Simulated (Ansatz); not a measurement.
Ansatz (an electronic-structure program) input (RPA@PBE/cc-pV(T+d)Z):
A basis named .json is the Basis Set Exchange file of that set.

Ansatz 0.2 input:
```yaml
crystal:
  periodic: [false, false, false]
  atoms:
    - {symbol: C, position_ang: [-2.45534767, -0.27260650, -0.44684165]}
    - {symbol: C, position_ang: [-1.53108820, 0.08178934, 0.41279488]}
    - {symbol: B, position_ang: [-0.01849907, 0.04078694, 0.11428229]}
    - {symbol: Cl, position_ang: [1.11811036, 0.54446856, 1.35778559]}
    - {symbol: Cl, position_ang: [0.61038207, -0.49431526, -1.43250425]}
    - {symbol: H, position_ang: [-3.53197302, -0.34057181, -0.50115910]}
    - {symbol: H, position_ang: [-1.84128785, 0.42893394, 1.40424554]}
basis:
  gaussian:
    orbitals: cc-pV_T+d_Z.json
hamiltonian:
  xc: pbe
magnetization: {spin_polarized: true, initial_magnetization: 1}
correlation: {method: rpa, electrons: outside_noble_gas}
```

End of the output:

```
integrals: 0.27 GiB planned
1164 factors; integrals over basis functions are off by at most 1.2e-3 eV
0.32 GiB of the device are held for the grids
1.06 GiB of device memory are held for the factors and their scratch space
mean field: 0.99 GiB planned
mean field evaluation 1: about -27799.1379 eV, gradient 5.2e1 eV
mean field evaluation 2: about -27799.1329 eV, gradient 5.2e1 eV
mean field evaluation 4: about -27811.8063 eV, gradient 2.6e1 eV
mean field evaluation 8: about -27815.6590 eV, gradient 9.7e-1 eV
mean field evaluation 16: about -27815.6634 eV, gradient 3.0e-3 eV
mean field evaluation 32: about -27792.1397 eV, gradient 3.3e1 eV
mean field evaluation 64: about -27815.6624 eV, gradient 2.4e-1 eV
mean field -27815.66338990 eV, -1022.2067754452 hartree, gradient 8.3e-6 eV, S^2 0.758953; 1 other end points of the search recorded, 0 dependent functions left out
13 core orbitals not correlated
reference -27772.44936289 eV, -1020.6186892440 hartree; 14, 13 occupied and 169, 170 virtual orbitals, 1164 factors
Total energy: -27806.62531911 eV, -1021.8746324695 hartree
```

It need not be the lowest isomer of its formula.
